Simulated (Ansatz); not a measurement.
One change: `CCC(=N)N` becomes `N=C(N)BF`.

Ansatz, PBE0-D4/def2-TZVP geometries, multiplicity 1. Each molecule was computed in one conformer, which needn't be the lowest.

```
                                        property  `CCC(=N)N`
             HOMO–LUMO gap (PBE/def2-TZVPP) / eV        5.26
             LUMO energy (B3LYP/def2-TZVPP) / eV        0.29
size of the dipole moment (B3LYP/def2-TZVPP) / D        2.88
         HOMO–LUMO gap (ωB97M-V/def2-TZVPP) / eV       11.27
            HOMO–LUMO gap (PBE0/def2-TZVPP) / eV        7.46
              LUMO energy (PBE0/def2-TZVPP) / eV        0.61
```

Problem. What does the change do to each property? (Best estimate.)

Solution. Ansatz gave: 
```
                                        property  `N=C(N)BF`  shift
             HOMO–LUMO gap (PBE/def2-TZVPP) / eV        3.15  -2.11
             LUMO energy (B3LYP/def2-TZVPP) / eV       -2.07  -2.36
size of the dipole moment (B3LYP/def2-TZVPP) / D        1.65  -1.23
         HOMO–LUMO gap (ωB97M-V/def2-TZVPP) / eV        9.66  -1.61
            HOMO–LUMO gap (PBE0/def2-TZVPP) / eV        5.32  -2.14
              LUMO energy (PBE0/def2-TZVPP) / eV       -1.83  -2.44
```

With PBE0 the HOMO falls by 0.31 eV and the LUMO falls by 2.44 eV, so the gap narrows by about 2.13 eV. PBE moves the HOMO by -0.36 eV and ωB97M-V by -0.26 eV. Dipoles are sizes alone; their direction can turn.

B3LYP here is the variant with VWN-RPA as its local correlation; programs differ in this.
